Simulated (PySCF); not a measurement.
# SeO: one state, many levels of theory

State: ³Σ⁻ (triplet), unpaired electrons π ↑↑. Set-up: Se aug-pcseg-1, O aug-pcseg-1; no relativity (PySCF 2.14). De refers to Se + O in their high-spin ground configurations, without counterpoise correction. The functionals are run spin-unrestricted. A positive dipole means Se(−)O(+). Levels whose curve was spin-contaminated or gave no clean fit are not listed.

| Level | Re (Å) | ωe (cm⁻¹) | De (eV) | μ (D) | CPU s a point (SCF and correlation, without the integrals) |
| --- | --- | --- | --- | --- | --- |
| ROHF | 1.617 | 1055 | 0.80 | -2.87 | 0.13 |
| ROHF-CCSD | 1.677 | 891 | 3.58 | n/a | n/a |
| ROHF-CCSD(T) | 1.693 | 856 | 3.89 | n/a | 7.6 |
| PBE | 1.696 | 855 | 5.04 | -2.02 | 0.53 |
| PBEsol | 1.686 | 874 | 5.43 | -1.99 | 0.61 |
| BP86 | 1.698 | 850 | 5.02 | -2.01 | 0.58 |
| r²SCAN | 1.678 | 892 | 4.57 | -1.99 | 0.72 |
| PBE0 | 1.665 | 926 | 4.27 | -2.13 | 0.92 |
| M06 | 1.664 | 925 | 4.35 | -2.39 | 2.1 |
| ωB97X | 1.659 | 952 | 4.26 | -2.24 | 0.83 |

Question: Which functional lies closest to ROHF-CCSD(T) in De, which farthest, and by how much do they differ from it?

Answer: Closest is ωB97X (-3.4 pm in Re, +11.2 % in ωe, +0.37 eV in De against ROHF-CCSD(T) in the same basis), farthest PBEsol (-0.7 pm in Re, +2.1 % in ωe, +1.54 eV in De). CCSD(T) converges more slowly with the basis than the functionals do and binds too weakly in this one, so the order can change at the basis-set limit.

Question: What does a quarter of exact exchange do here, going from PBE to PBE0?

Answer: PBE0 less PBE: -3.1 pm in Re, +8.3 % in ωe, -0.77 eV in De. Exact exchange removes part of the self-interaction that spreads semilocal densities, and in most molecules shortens and stiffens the bond and lowers De; so it does here.

Question: What does the triples do here, going from ROHF-CCSD to ROHF-CCSD(T)?

Answer: ROHF-CCSD(T) less ROHF-CCSD: +1.6 pm in Re, -3.9 % in ωe, +0.31 eV in De. Correlation nearly always deepens the well. The bond lengthens, as in strong covalent bonds, where excitations into antibonding orbitals dominate.

Correlated steps freeze 10 core orbitals. Correlated levels converge slowly with the basis: in double zeta they bind strong bonds too weakly, by up to about 1 eV, and carry superposition errors of some tenths. Spin–orbit coupling is left out. The state was picked by a PBE0 search and need not be the measured ground state.

The whole job (state search and all levels along the bond) took about 2.9 min on 1 thread of Intel Xeon 6975P-C (shared host), peak memory 0.78 GiB.
